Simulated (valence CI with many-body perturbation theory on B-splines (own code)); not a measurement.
**E1 line list for Au LXVII**

Method: relativistic CI+MBPT: three valence electrons over a frozen Dirac-Fock core [Ne], a basis of 11 s, 11 p, 10 d, 8 f, 5 g, 2 h functions for each j, with the one-electron correlation potential Σ1, the two-electron term Σ2, the three-electron term Σ3, Breit, model QED; selected CI, second order for the rest, scaled by the run's own slope (own B-spline code, finite nucleus).

The last digits are not significant, and no measured levels were compared; by estimate large intervals hold to a few tenths of a per cent, small ones and those within an open d or f shell to about a per cent.

Lines 151 to 200 of 590 in falling wavelength, among levels below 3858.2 eV, chosen from the strongest by gf and those to the six lowest levels. Wavelengths and rates use the calculated energies. Electric multipoles are in the length gauge, E1 and E2 with the static RPA response of the core. Weak lines are less certain than strong ones. Lines between different terms over intervals too small for the method are left out, as are lines whose strength nearly cancels. The highest levels of a list are the least certain.

Levels are named by their leading jj configuration (3d3/2^4 stands for four electrons in 3d with j = 3/2), which in mixed levels can hold well under half, so a name can repeat and another be missing. Letters in brackets count levels of one name in rising energy.

| λ vac (Å) | Upper | Lower | A (s⁻¹) | log gf | Branch % |
| --- | --- | --- | --- | --- | --- |
| 35.20 | (3p3/2^2 3d5/2) J=3/2 | (3p3/2^3) J=3/2 | 5.68e+11 | -0.37 | 7.7 |
| 35.18 | (3p3/2 3d5/2^2) J=1/2 | (3p3/2^2 3d5/2) J=1/2 | 7.35e+11 | -0.56 | 17.9 |
| 35.13 | (3p3/2 3d5/2^2) J=3/2 [a] | (3p3/2^2 3d5/2) J=5/2 [a] | 4.16e+11 | -0.51 | 11.0 |
| 35.13 | (3p1/2 3d3/2 3d5/2) J=3/2 [a] | (3p1/2 3p3/2 3d3/2) J=3/2 [a] | 2.17e+11 | -0.80 | 41.4 |
| 35.11 | (3p1/2 3d3/2 3d5/2) J=1/2 | (3p1/2 3p3/2 3d3/2) J=1/2 [a] | 3.26e+11 | -0.92 | 65.4 |
| 35.10 | (3p3/2 3d5/2^2) J=5/2 [b] | (3p3/2^2 3d5/2) J=5/2 [a] | 3.76e+11 | -0.38 | 8.9 |
| 35.07 | (3s 3d5/2^2) J=1/2 | (3s 3p3/2 3d5/2) J=3/2 [b] | 5.23e+11 | -0.71 | 42.2 |
| 35.06 | (3d3/2^2 3d5/2) J=3/2 | (3p3/2 3d3/2^2) J=3/2 [a] | 2.16e+11 | -0.80 | 3.5 |
| 35.05 | (3p3/2 3d3/2 3d5/2) J=5/2 [c] | (3p3/2^2 3d3/2) J=5/2 | 2.98e+11 | -0.48 | 4.5 |
| 35.04 | (3p3/2 3d3/2 3d5/2) J=1/2 [b] | (3p3/2^2 3d3/2) J=3/2 [b] | 4.86e+11 | -0.75 | 7.3 |
| 35.04 | (3p1/2 3p3/2 3d5/2) J=3/2 [b] | (3p1/2 3p3/2^2) J=1/2 | 2.50e+11 | -0.74 | 7.9 |
| 35.00 | (3p1/2 3d3/2 3d5/2) J=5/2 [a] | (3p1/2 3p3/2 3d3/2) J=5/2 [a] | 1.43e+11 | -0.80 | 24.9 |
| 34.97 | (3p3/2 3d3/2 3d5/2) J=9/2 [b] | (3p3/2^2 3d3/2) J=7/2 | 7.04e+11 | 0.11 | 11.8 |
| 34.96 | (3p3/2 3d5/2^2) J=3/2 [b] | (3p3/2^2 3d5/2) J=5/2 [b] | 3.50e+11 | -0.59 | 7.8 |
| 34.94 | (3d3/2 3d5/2^2) J=3/2 [a] | (3p3/2 3d3/2 3d5/2) J=5/2 [b] | 2.26e+11 | -0.78 | 6.3 |
| 34.91 | (3p1/2 3d3/2 3d5/2) J=7/2 [b] | (3p1/2 3p3/2 3d3/2) J=5/2 [b] | 3.37e+11 | -0.31 | 9.2 |
| 34.89 | (3d3/2 3d5/2^2) J=3/2 [a] | (3p3/2 3d3/2 3d5/2) J=3/2 [a] | 3.14e+11 | -0.64 | 8.7 |
| 34.89 | (3p3/2 3d3/2 3d5/2) J=3/2 [b] | (3p3/2^2 3d3/2) J=1/2 | 3.15e+11 | -0.64 | 4.7 |
| 34.87 | (3s 3p3/2 3d5/2) J=5/2 [b] | (3s 3p3/2^2) J=3/2 | 6.73e+11 | -0.13 | 13.8 |
| 34.84 | (3s^2 3d5/2) J=5/2 | (3s^2 3p3/2) J=3/2 | 3.91e+11 | -0.37 | 100.0 |
| 34.84 | (3p3/2^2 3d5/2) J=5/2 [b] | (3p3/2^3) J=3/2 | 7.89e+11 | -0.06 | 10.9 |
| 34.83 | (3s 3p1/2 3d5/2) J=7/2 | (3s 3p1/2 3p3/2) J=5/2 | 2.68e+11 | -0.41 | 90.5 |
| 34.83 | (3d3/2 3d5/2^2) J=3/2 [b] | (3p3/2 3d3/2 3d5/2) J=5/2 [d] | 4.61e+11 | -0.47 | 13.1 |
| 34.77 | (3s 3d5/2^2) J=5/2 | (3s 3p3/2 3d5/2) J=3/2 [a] | 9.50e+10 | -0.99 | 9.5 |
| 34.76 | (3p1/2 3p3/2 3d5/2) J=5/2 [b] | (3p1/2 3p3/2^2) J=3/2 | 5.99e+11 | -0.19 | 18.5 |
| 34.73 | (3d3/2 3d5/2^2) J=7/2 [a] | (3p3/2 3d3/2 3d5/2) J=7/2 [a] | 2.12e+11 | -0.51 | 6.1 |
| 34.73 | (3p1/2 3d3/2 3d5/2) J=3/2 [b] | (3p1/2 3p3/2 3d3/2) J=1/2 [b] | 2.05e+11 | -0.83 | 4.6 |
| 34.61 | (3p3/2 3d5/2^2) J=3/2 [b] | (3p3/2^2 3d5/2) J=3/2 | 7.95e+11 | -0.24 | 17.8 |
| 34.60 | (3s 3d3/2 3d5/2) J=5/2 [a] | (3s 3p3/2 3d3/2) J=3/2 [a] | 3.22e+11 | -0.46 | 8.9 |
| 34.57 | (3s 3p3/2 3d5/2) J=7/2 [a] | (3s 3p3/2^2) J=5/2 | 4.15e+11 | -0.23 | 57.5 |
| 34.52 | (3d3/2 3d5/2^2) J=1/2 | (3p3/2 3d3/2 3d5/2) J=3/2 [a] | 2.45e+11 | -1.06 | 6.5 |
| 34.46 | (3d3/2 3d5/2^2) J=1/2 | (3p3/2 3d3/2 3d5/2) J=1/2 [a] | 2.94e+11 | -0.98 | 7.8 |
| 34.45 | (3s 3p1/2 3d5/2) J=5/2 [a] | (3s 3p1/2 3p3/2) J=3/2 [a] | 3.60e+11 | -0.42 | 95.4 |
| 34.44 | (3d3/2 3d5/2^2) J=11/2 | (3p3/2 3d3/2 3d5/2) J=11/2 | 1.52e+11 | -0.49 | 5.4 |
| 34.41 | (3p1/2 3p3/2 3d5/2) J=7/2 [b] | (3p1/2 3p3/2^2) J=5/2 | 4.65e+11 | -0.18 | 27.0 |
| 34.37 | (3s 3d5/2^2) J=5/2 | (3s 3p3/2 3d5/2) J=7/2 [a] | 9.80e+10 | -0.98 | 9.8 |
| 34.37 | (3p1/2 3d5/2^2) J=1/2 | (3p1/2 3p3/2 3d5/2) J=3/2 [b] | 5.69e+11 | -0.70 | 59.9 |
| 34.36 | (3s 3p3/2 3d5/2) J=3/2 [b] | (3s 3p3/2^2) J=1/2 | 3.27e+11 | -0.64 | 6.6 |
| 34.32 | (3d3/2 3d5/2^2) J=5/2 [a] | (3p3/2 3d3/2 3d5/2) J=5/2 [a] | 1.30e+11 | -0.86 | 3.4 |
| 34.30 | (3p1/2^2 3d5/2) J=5/2 | (3s 3p1/2 3d3/2) J=3/2 [a] | 1.40e+11 | -0.83 | 33.2 |
| 34.29 | (3d3/2 3d5/2^2) J=3/2 [b] | (3p3/2 3d3/2 3d5/2) J=3/2 [c] | 1.28e+11 | -1.05 | 3.6 |
| 34.28 | (3p1/2 3d5/2^2) J=9/2 | (3p1/2 3p3/2 3d5/2) J=9/2 | 1.40e+11 | -0.61 | 24.8 |
| 34.25 | (3p3/2 3d3/2 3d5/2) J=5/2 [c] | (3p3/2^2 3d3/2) J=3/2 [a] | 2.49e+11 | -0.58 | 3.8 |
| 34.18 | (3p1/2 3d5/2^2) J=5/2 | (3p1/2 3p3/2 3d5/2) J=5/2 [a] | 3.75e+11 | -0.40 | 52.6 |
| 34.15 | (3s 3d3/2 3d5/2) J=3/2 [a] | (3s 3p3/2 3d3/2) J=1/2 [a] | 2.97e+11 | -0.68 | 8.4 |
| 34.07 | (3d3/2 3d5/2^2) J=7/2 [b] | (3p3/2 3d3/2 3d5/2) J=7/2 [b] | 2.97e+11 | -0.38 | 9.0 |
| 34.06 | (3p1/2 3d5/2^2) J=3/2 | (3p1/2 3p3/2 3d5/2) J=3/2 [a] | 3.76e+11 | -0.58 | 45.5 |
| 34.04 | (3p1/2 3d5/2^2) J=7/2 | (3p1/2 3p3/2 3d5/2) J=7/2 [a] | 1.50e+11 | -0.68 | 20.0 |
| 33.92 | (3p3/2 3d3/2 3d5/2) J=3/2 [b] | (3p3/2^2 3d3/2) J=3/2 [a] | 2.55e+11 | -0.75 | 3.8 |
| 33.91 | (3s 3d5/2^2) J=1/2 | (3s 3p3/2 3d5/2) J=1/2 | 2.59e+11 | -1.05 | 20.9 |

How does gf follow from A for the line at 34.41 Å?

gf = 1.4992 × (2J+1)_upper × A / σ², with σ = 2906191 cm⁻¹ and 2J+1 = 8: gf = 0.660.
